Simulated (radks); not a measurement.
Results of a calculation; reference values are marked as such.
Question: Ga X, 22 electrons, occupied as [Ar] 3d4 (the NIST ground configuration). Level of theory: Dirac Kohn-Sham, BLYP, spin-unpolarised, spherical densities, point nucleus; open shells fill j = l - 1/2 first (a radial shooting solver on a logarithmic mesh with Libxc functionals).

Spin-orbit splittings of the eigenvalues, e(l+1/2) - e(l-1/2), with zeta = 2 splitting/(2l+1) and mean radii in bohr:

| shell | occ. | splitting (eV) | zeta (eV) | <r> j=l-1/2 | <r> j=l+1/2 |
|---|---|---|---|---|---|
| 2p | 6 | ? | ? | 0.1881 | 0.1916 |
| 3p | 6 | 4.401 | 2.934 | 0.6131 | 0.6207 |
| 3d | 4 | 0.7287 | 0.2915 | 0.6058 | 0.6081 |

Estimate the 2p splitting.

Answer: 27.67 eV (zeta = 18.45 eV).
